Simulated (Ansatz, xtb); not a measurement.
C4H5F3S2: 4 structures ranked

4 gas-phase structures of C4H5F3S2, from a drawn sample of its isomers (lower ones may exist). Each was relaxed with GFN2-xTB; where two conformers were screened, the lower at r2SCAN-D4/def2-SVP//GFN2-xTB is listed:

A. `FC(F)(F)[C@@H]1CSCS1`, a singlet
B. `FC(F)(F)C1SCCS1`, a singlet
C. `C[C@]1(SC(F)(F)F)CS1`, a singlet
D. `CC(=S)CSC(F)(F)F`, a singlet

Problem. Which do you expect lowest at r2SCAN-D4/def2-SVP//GFN2-xTB, and how would the others follow?

Solution. Calculated order at r2SCAN-D4/def2-SVP//GFN2-xTB: B (0.000), A (0.074), D (0.781), C (0.849) eV.

Energies above the lowest of each column, in eV; the last columns are at r2SCAN-D4/def2-SVP geometries (a dash: not run or not comparable):

| structure | GFN2-xTB | HF/STO-3G | r2SCAN-D4/def2-SVP//GFN2-xTB | r2SCAN-D4/def2-SVP | CCSD(T)/def2-SVP + ΔMP2/def2-TZVPP |
| --- | --- | --- | --- | --- | --- |
| B | 0.000 | 0.000 | 0.000 | 0.000 | 0.000 |
| A | 0.029 | 0.033 | 0.074 | 0.046 | 0.047 |
| D | 0.748 | 1.994 | 0.781 | 0.776 | – |
| C | 0.693 | 1.500 | 0.849 | 0.838 | – |

Every level run on B puts it lowest or level with the lowest. Some further structures that were screened fall inside this span and aren't listed. Flexible structures stand in one conformer each, not always the lowest. Frequencies (GFN2-xTB) were run for A, B alone. ΔMP2 is the change of the MP2 energy from the smaller to the larger basis.

Over these structures GFN2-xTB departs from r2SCAN-D4/def2-SVP//GFN2-xTB by 0.049 eV on average once a common shift is removed. A GFN2-xTB relaxation took about 0.11 s and the r2SCAN-D4/def2-SVP//GFN2-xTB energy about 2.5 s on a shared host (Ansatz 0.2.0, xtb 6.7.1).
